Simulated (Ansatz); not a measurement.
```yaml
crystal:
  periodic: [false, false, false]
  atoms:
    - {symbol: O, position_ang: [0.316790, 1.049364, -2.261714]}
    - {symbol: C, position_ang: [0.161025, 0.533434, -1.149549]}
    - {symbol: C, position_ang: [1.332134, 0.031840, -0.377463]}
    - {symbol: C, position_ang: [2.607620, 0.174742, -0.973778]}
    - {symbol: C, position_ang: [3.763776, -0.262553, -0.332283]}
    - {symbol: C, position_ang: [3.667820, -0.862292, 0.940751]}
    - {symbol: C, position_ang: [2.424672, -1.017008, 1.554032]}
    - {symbol: C, position_ang: [1.250442, -0.572558, 0.901851]}
    - {symbol: S, position_ang: [-0.248989, -0.824588, 1.778027]}
    - {symbol: C, position_ang: [-1.475531, -0.172855, 0.705496]}
    - {symbol: C, position_ang: [-2.807185, -0.249921, 1.177148]}
    - {symbol: C, position_ang: [-3.855453, 0.240749, 0.398788]}
    - {symbol: C, position_ang: [-3.596469, 0.816568, -0.862508]}
    - {symbol: C, position_ang: [-2.285492, 0.892205, -1.326245]}
    - {symbol: C, position_ang: [-1.200815, 0.403250, -0.559909]}
    - {symbol: H, position_ang: [2.632829, 0.648014, -1.966541]}
    - {symbol: H, position_ang: [4.745396, -0.141576, -0.814002]}
    - {symbol: H, position_ang: [4.573759, -1.212234, 1.458683]}
    - {symbol: H, position_ang: [2.348710, -1.485003, 2.547726]}
    - {symbol: H, position_ang: [-3.008295, -0.699612, 2.161808]}
    - {symbol: H, position_ang: [-4.886930, 0.174835, 0.777136]}
    - {symbol: H, position_ang: [-4.424913, 1.202811, -1.474687]}
    - {symbol: H, position_ang: [-2.034890, 1.332410, -2.302779]}
basis:
  gaussian: {orbitals: def2-TZVP}
magnetization: {spin_polarized: true, initial_magnetization: 2}
hamiltonian: {xc: pbe0, dispersion: d4}
scf: {omitted_lower_state_checks: [starts]}
output: {orbitals: {seedname: orbitals}}
```

```sh
$ ansatz run in.yaml --threads 4 --pin off --events-out ev --progress --plain --max-ram 6963MiB
```

Question: Does this run fit into the memory that it is given?

Answer: No. It has 519 basis functions, and Ansatz plans for 8 GiB where 7 GiB are given.
